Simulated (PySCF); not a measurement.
In(H)2(NHMe), SMILES C[NH][InH2] (CH6InN), singlet (CAM-B3LYP/def2-SVP optimised geometry):

```
9

In    -1.427     0.259     0.000
H     -2.156     1.812     0.000
H     -2.148    -1.299     0.000
N      0.594     0.259     0.000
C      1.497    -0.868     0.000
H      1.081     1.150     0.000
H      2.156    -0.893     0.890
H      2.156    -0.893    -0.888
H      0.931    -1.812     0.001
```

Computed with CAM-B3LYP/def2-TZVP, def2 effective core potentials past Kr (PySCF).

**Question.** What are the frontier orbital energies and the dipole moment?

**Answer.** HOMO-2 -9.91 eV, HOMO-1 -9.63 eV, HOMO -7.67 eV, LUMO -0.36 eV, LUMO+1 0.93 eV; dipole moment 0.41 D.

On the same geometry PBE/def2-TZVP, def2 effective core potentials past Kr run with PySCF gives HOMO-2 -7.27 eV, HOMO-1 -7.03 eV, HOMO -5.12 eV, LUMO -1.79 eV, LUMO+1 -0.69 eV; dipole moment 0.71 D.
